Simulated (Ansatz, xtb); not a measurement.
Energy difference R1 → P1, each structure at its B3LYP-D3(BJ)/def2-TZVP stationary point, reached from a drawn start; harmonic modes at that level show minima.
P1, HNSi (SMILES N#[SiH]) (charge 0, multiplicity 1, Z-matrix in Å and degrees):
```
Si
N 1 1.5600
H 1 1.4829 2 180.00
```
R1, HNSi (SMILES [NH+]#[Si-]) (charge 0, multiplicity 1):
```xyz
3

H      0.000     0.000    -1.183
N      0.000     0.000    -0.183
Si     0.000     0.000     1.366
```

P less R. No zero-point or thermal terms.

The values were computed with Ansatz (Gaussian orbitals); xtb for the GFN methods. No computed number here is a measurement.

### Question
One of these levels gives 89.43 kcal/mol for the reaction energy. Name it.
A. BLYP/def2-TZVPP
B. BHLYP/def2-TZVPP
C. GFN1-xTB
D. HF/cc-pV(Q+d)Z

### Answer
D, HF/cc-pV(Q+d)Z. The others give 35.09 (GFN1-xTB), 65.91 (BLYP/def2-TZVPP), 81.14 (BHLYP/def2-TZVPP)

Ansatz is a quantum-chemistry and plane-wave program.
